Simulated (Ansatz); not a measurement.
Relaxation of the cluster Li₆Te₂ with RKS PBE0-D4/def2-SVP.

```sh
$ ansatz run in.yaml --threads 4 --pin off --events-out ev --progress --plain --max-ram 3916MiB
```

```yaml
crystal:
  periodic: [false, false, false]
  atoms:
    - {symbol: Li, position_ang: [-2.342540, 2.544910, -3.617000]}
    - {symbol: Li, position_ang: [0.435820, 1.114570, -1.124860]}
    - {symbol: Li, position_ang: [2.326230, -0.448450, 2.471620]}
    - {symbol: Li, position_ang: [-1.243990, -0.581010, -1.286310]}
    - {symbol: Li, position_ang: [1.104210, -2.411210, 2.564720]}
    - {symbol: Li, position_ang: [0.243690, -0.466480, 3.493780]}
    - {symbol: Te, position_ang: [-0.767720, 0.820440, -3.325110]}
    - {symbol: Te, position_ang: [0.244290, -0.572780, 0.823170]}
basis:
  gaussian: {orbitals: def2-SVP}
hamiltonian: {xc: pbe0, dispersion: d4}
scf: {omitted_lower_state_checks: [starts]}
output: {orbitals: {seedname: orbitals}}
relax: {f_tol: 0.02, max_steps: 100}
```

Hardware: 4 threads of INTEL XEON PLATINUM 8581C on a shared host. Wall time 45 s.

Positions (Å) and forces (eV/Å) at steps 1, 2, 3, 4, 5, 6, 7, 10, 13, 14, 16, 17, 18, 19, 20, 21, 22, 23 of 23:

```xyz
8
step=1 energy=-15816.4070 eV
Li   -2.343    2.545   -3.617   -0.394    0.419   -0.026
Li    0.436    1.115   -1.125    0.575    0.534    0.037
Li    2.326   -0.448    2.472    1.176    0.694   -0.389
Li   -1.244   -0.581   -1.286   -0.550   -0.583   -0.076
Li    1.104   -2.411    2.565   -0.112   -1.398   -0.317
Li    0.244   -0.466    3.494   -1.052    0.712    0.686
Te   -0.768    0.820   -3.325    0.353   -0.348   -0.147
Te    0.244   -0.573    0.823    0.003   -0.031    0.232
8
step=2 energy=-15817.0651 eV
Li   -2.390    2.592   -3.602    0.064   -0.083    0.062
Li    0.563    1.195   -1.121    0.099    0.046   -0.009
Li    2.470   -0.356    2.406    0.440    0.246   -0.142
Li   -1.329   -0.708   -1.303   -0.055   -0.104   -0.021
Li    1.083   -2.585    2.503   -0.034   -0.518   -0.133
Li    0.097   -0.363    3.570   -0.400    0.280    0.262
Te   -0.732    0.789   -3.329   -0.045    0.065    0.036
Te    0.237   -0.563    0.876   -0.069    0.069   -0.055
8
step=3 energy=-15817.1732 eV
Li   -2.377    2.562   -3.518    0.024   -0.037    0.051
Li    0.615    1.195   -1.120    0.017   -0.007    0.001
Li    2.590   -0.272    2.323   -0.137   -0.044   -0.030
Li   -1.330   -0.757   -1.304    0.017   -0.009    0.006
Li    1.053   -2.729    2.404   -0.030    0.155   -0.063
Li   -0.054   -0.249    3.621    0.054   -0.030   -0.136
Te   -0.711    0.776   -3.304   -0.011    0.011   -0.008
Te    0.213   -0.525    0.899    0.066   -0.039    0.179
8
step=4 energy=-15817.1929 eV
Li   -2.356    2.521   -3.390   -0.011    0.001    0.039
Li    0.668    1.189   -1.118   -0.015   -0.013   -0.016
Li    2.540   -0.259    2.280   -0.042   -0.018    0.000
Li   -1.314   -0.796   -1.300    0.015    0.017   -0.008
Li    1.015   -2.677    2.339   -0.014    0.063   -0.027
Li   -0.062   -0.228    3.572    0.021   -0.009   -0.035
Te   -0.682    0.747   -3.275    0.013   -0.001   -0.087
Te    0.190   -0.496    0.893    0.033   -0.040    0.134
8
step=5 energy=-15817.2024 eV
Li   -2.356    2.480   -3.209    0.038   -0.046    0.025
Li    0.681    1.139   -1.165    0.035    0.024   -0.003
Li    2.499   -0.254    2.270    0.060    0.013    0.031
Li   -1.255   -0.786   -1.332   -0.034   -0.039   -0.011
Li    0.972   -2.629    2.286    0.008   -0.057    0.029
Li   -0.062   -0.210    3.570   -0.011    0.007    0.084
Te   -0.643    0.719   -3.352   -0.024    0.029    0.020
Te    0.164   -0.461    0.933   -0.072    0.069   -0.174
8
step=6 energy=-15817.2129 eV
Li   -2.348    2.413   -3.021   -0.035    0.030    0.028
Li    0.742    1.133   -1.259    0.004    0.000    0.039
Li    2.490   -0.255    2.308   -0.011    0.002   -0.020
Li   -1.215   -0.833   -1.388    0.010    0.018    0.030
Li    0.893   -2.590    2.244   -0.005    0.006   -0.026
Li   -0.061   -0.221    3.616   -0.017    0.013   -0.030
Te   -0.643    0.705   -3.396    0.032   -0.052   -0.060
Te    0.142   -0.353    0.896    0.022   -0.016    0.039
8
step=7 energy=-15817.2136 eV
Li   -2.310    2.331   -2.858    0.028   -0.024   -0.029
Li    0.747    1.157   -1.279    0.029   -0.039   -0.004
Li    2.477   -0.249    2.296   -0.001    0.001   -0.011
Li   -1.229   -0.805   -1.385    0.048   -0.023   -0.003
Li    0.858   -2.570    2.187    0.000   -0.008   -0.011
Li   -0.083   -0.206    3.597   -0.011    0.006   -0.028
Te   -0.596    0.654   -3.440   -0.076    0.061    0.033
Te    0.136   -0.311    0.883   -0.017    0.026    0.053
8
step=10 energy=-15817.2196 eV
Li   -2.289    2.310   -2.744    0.007   -0.006   -0.003
Li    0.818    1.098   -1.341    0.003    0.002    0.001
Li    2.457   -0.227    2.307   -0.006    0.001   -0.001
Li   -1.175   -0.843   -1.374   -0.004    0.001    0.002
Li    0.827   -2.535    2.092   -0.001    0.004   -0.002
Li   -0.121   -0.226    3.600   -0.002   -0.003   -0.004
Te   -0.629    0.629   -3.442   -0.009    0.003    0.004
Te    0.112   -0.205    0.903    0.012   -0.001    0.002
8
step=13 energy=-15817.2210 eV
Li   -2.231    2.355   -2.664    0.032   -0.042   -0.007
Li    0.902    1.018   -1.517   -0.041   -0.031    0.007
Li    2.445   -0.169    2.519   -0.043   -0.016   -0.010
Li   -1.219   -0.809   -1.256    0.026    0.055   -0.005
Li    0.876   -2.502    1.950    0.008    0.047   -0.002
Li   -0.273   -0.339    3.545    0.022   -0.005   -0.055
Te   -0.770    0.522   -3.449   -0.015    0.018    0.044
Te    0.270   -0.075    0.874    0.011   -0.026    0.029
8
step=14 energy=-15817.2222 eV
Li   -2.226    2.358   -2.679    0.036   -0.025   -0.028
Li    0.908    0.995   -1.533   -0.014   -0.023   -0.006
Li    2.441   -0.157    2.561   -0.040   -0.010   -0.007
Li   -1.265   -0.754   -1.225    0.035   -0.002    0.003
Li    0.915   -2.499    1.940    0.005    0.030   -0.007
Li   -0.297   -0.367    3.522    0.026    0.000   -0.056
Te   -0.781    0.505   -3.451   -0.042    0.041    0.051
Te    0.305   -0.080    0.864   -0.006   -0.012    0.051
8
step=16 energy=-15817.2283 eV
Li   -2.137    2.454   -2.737    0.020   -0.047   -0.013
Li    0.904    0.892   -1.588    0.024    0.000   -0.018
Li    2.401   -0.098    2.680   -0.020    0.003    0.002
Li   -1.321   -0.703   -1.119   -0.016    0.005    0.002
Li    1.040   -2.463    1.854    0.001   -0.009    0.003
Li   -0.365   -0.471    3.456    0.019   -0.006   -0.025
Te   -0.886    0.433   -3.413   -0.024    0.042    0.022
Te    0.364   -0.043    0.869   -0.004    0.013    0.027
8
step=17 energy=-15817.2286 eV
Li   -2.072    2.526   -2.787    0.086   -0.150   -0.022
Li    0.962    0.747   -1.676   -0.078   -0.016    0.000
Li    2.352   -0.028    2.830   -0.053   -0.011   -0.013
Li   -1.419   -0.604   -0.982    0.051    0.053   -0.023
Li    1.176   -2.419    1.736   -0.011    0.014    0.014
Li   -0.453   -0.604    3.374    0.052   -0.009   -0.048
Te   -0.987    0.359   -3.365   -0.050    0.113    0.072
Te    0.441    0.023    0.870    0.004    0.006    0.019
8
step=18 energy=-15817.2329 eV
Li   -2.051    2.505   -2.769    0.039   -0.087   -0.015
Li    0.931    0.782   -1.660   -0.019   -0.016   -0.008
Li    2.355   -0.040    2.805   -0.031   -0.006   -0.004
Li   -1.395   -0.616   -0.999    0.001    0.017   -0.004
Li    1.152   -2.420    1.740   -0.005    0.003    0.012
Li   -0.435   -0.589    3.383    0.031   -0.012   -0.027
Te   -0.980    0.352   -3.374   -0.020    0.076    0.044
Te    0.424    0.026    0.875    0.005    0.024    0.003
8
step=19 energy=-15817.2354 eV
Li   -2.039    2.488   -2.763    0.024   -0.047   -0.002
Li    0.943    0.761   -1.666    0.004    0.002   -0.001
Li    2.339   -0.042    2.815   -0.019   -0.005   -0.004
Li   -1.400   -0.602   -0.965   -0.004    0.015    0.003
Li    1.145   -2.401    1.699   -0.001    0.009    0.001
Li   -0.439   -0.613    3.353    0.013   -0.007   -0.015
Te   -0.981    0.333   -3.344   -0.037    0.031   -0.038
Te    0.431    0.076    0.872    0.020    0.003    0.056
8
step=20 energy=-15817.2390 eV
Li   -1.939    2.478   -2.767    0.014   -0.035   -0.041
Li    0.943    0.659   -1.718    0.082    0.003    0.007
Li    2.283   -0.013    2.923   -0.024   -0.016   -0.016
Li   -1.463   -0.472   -0.834   -0.027   -0.052   -0.001
Li    1.228   -2.337    1.559   -0.007    0.039    0.002
Li   -0.489   -0.737    3.257    0.019   -0.002   -0.021
Te   -1.048    0.228   -3.305   -0.077    0.066    0.000
Te    0.485    0.192    0.885    0.020   -0.002    0.071
8
step=21 energy=-15817.2296 eV rejected
Li   -1.844    2.526   -2.844    0.055   -0.186    0.008
Li    0.948    0.532   -1.759   -0.045    0.023    0.070
Li    2.228    0.001    3.037   -0.045   -0.038   -0.057
Li   -1.477   -0.444   -0.692    0.021    0.083   -0.098
Li    1.297   -2.251    1.397   -0.020    0.109    0.031
Li   -0.531   -0.863    3.168    0.042    0.015   -0.053
Te   -1.155    0.155   -3.229   -0.036    0.101    0.101
Te    0.534    0.343    0.922    0.027   -0.107   -0.001
8
step=22 energy=-15817.2413 eV
Li   -1.932    2.473   -2.829    0.009   -0.013    0.008
Li    0.956    0.644   -1.684   -0.016    0.008   -0.013
Li    2.291   -0.040    2.919   -0.010   -0.016    0.020
Li   -1.461   -0.470   -0.782   -0.004    0.014   -0.019
Li    1.233   -2.302    1.486   -0.011    0.010    0.015
Li   -0.512   -0.757    3.220    0.024   -0.023    0.017
Te   -1.063    0.208   -3.256   -0.001   -0.010   -0.002
Te    0.487    0.244    0.925    0.009    0.030   -0.026
8
step=23 energy=-15817.2440 eV
Li   -1.927    2.427   -2.818   -0.004    0.009    0.000
Li    0.965    0.663   -1.697   -0.002   -0.001    0.007
Li    2.274   -0.095    2.951    0.010   -0.003   -0.003
Li   -1.443   -0.461   -0.748   -0.006    0.009   -0.002
Li    1.182   -2.258    1.413    0.005    0.012    0.004
Li   -0.498   -0.770    3.208   -0.012   -0.005   -0.003
Te   -1.062    0.160   -3.241    0.005   -0.014    0.000
Te    0.510    0.333    0.932    0.004   -0.006   -0.002
```

In the def2 sets Te takes a core potential; there is no spin–orbit coupling. The restricted singlet is unstable towards broken spin symmetry in Hartree–Fock (as tested in another run); at PBE0-D4/def2-SVP this wasn't settled. Another isomer (singlet) lies 1.20 eV lower at PBE0-D4/def2-TZVP; other spin states weren't run for this one.
